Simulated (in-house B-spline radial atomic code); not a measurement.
The numbers below are computed, except where a source is named.
**Building a PAW s channel for Sb, r_c = 1.75 bohr**

Sb, [Kr] 4d10 5s2 5p3, non-relativistic PBE, spherical and spin-unpolarised, from an all-electron radial atomic-structure program (B-spline basis) (atomic units; all potentials screened as in the neutral atom).

Two all-electron partial waves φ1, φ2 are integrated outwards at E1 = ε(5s) = -0.437176 and E2 = E1 + 1.5 hartree; φ1 is the bound orbital and φ2 has unit norm inside r_c = 1.7535 bohr. Smooth partners are polynomials, r^1(a0 + a1 r² + a2 r⁴ + a3 r⁶), matched to φ and three derivatives at r_c, with no condition on the norm. The local potential is -11.6643 + (9.37961) r² + (-3.13232) r⁴ + (0.385189) r⁶ inside 1.4356 bohr and the all-electron one outside.

```tsv
wave	φ(r_c)	φ'(r_c)	a0	a1	a2	a3
1	0.7250408	0.2525929	-0.1406022	0.5151338	-0.1507416	0.01359873
2	0.9977373	-1.650474	0.3086419	0.8991041	-0.3848311	0.03901312
```

Inside r_c the overlaps are <φi φj> = [[0.24313, 0.48289], [0.48289, 1.00000]] and, for the smooth waves, [[0.22327, 0.47486], [0.47486, 1.13782]]. With χj = (Ej − T − V_local) applied to smooth wave j, the program's quadrature gives the matrix B_ij = <smooth i, χj> as [[0.27772, 0.89610], [0.90816, 3.26983]].

(1) Check the match of the first wave, and find the augmentation charges q_ij.

(2) B isn't symmetric. Show that D_ij = B_ij + Ej q_ij is.

Solving (T + V_local + Σ p D p) ψ = E (1 + Σ p q p) ψ in a sphere of 9 bohr gives these levels:

| all-electron | one projector | two projectors |
| --- | --- | --- |
| -0.437166 | -3.931180 | -8.968930 |
| 0.032022 | -0.437166 | -0.437166 |
| 0.348354 | 0.031541 | 0.032015 |
| 0.834917 | 0.345776 | 0.348338 |
| 1.476470 | 0.824817 | 0.834912 |

(3) What does the second projector gain?

Answers

(1) At r_c the four terms are -0.24655, 2.77739, -2.49898, 0.69317, which sum to 0.7250, φ1(r_c) to rounding. q_ij is the all-electron overlap less the smooth one: [[0.01986, 0.00804], [0.00804, -0.13782]]. The smooth first wave has a norm of 0.2233 inside r_c against 0.2431, and q11 > 0 puts back the missing charge.

(2) Integrating by parts gives B12 − B21 = (E1 − E2) q12: 0.89610 − (0.90816) = -0.01206, and −1.5 × (0.00804) = -0.01206. So D12 = 0.89610 + (1.062824)(0.00804) = 0.90465 and D21 = 0.90816 + (-0.437176)(0.00804) = 0.90465; D11 = 0.26904, D22 = 3.12335. The projectors, p = (B⁻¹)ᵀ χ, are dual to the smooth waves; det B = 0.094.

(3) With one projector a ghost lies below the reference level, so the set fails. With two a ghost lies below the reference level, so the set fails. The lowest eigenvalue of the overlap operator is 1 with one and 0.1278 with two projectors. The smooth orbital alone needs a cutoff of 7.68 hartree for 1 millihartree of kinetic energy, against 13.3 for a norm-conserving Troullier-Martins orbital of the same radius, which is no gain while the set fails. The first smooth wave changes sign inside r_c, since a0 and φ(r_c) differ in sign; such a node invites a ghost below the level.
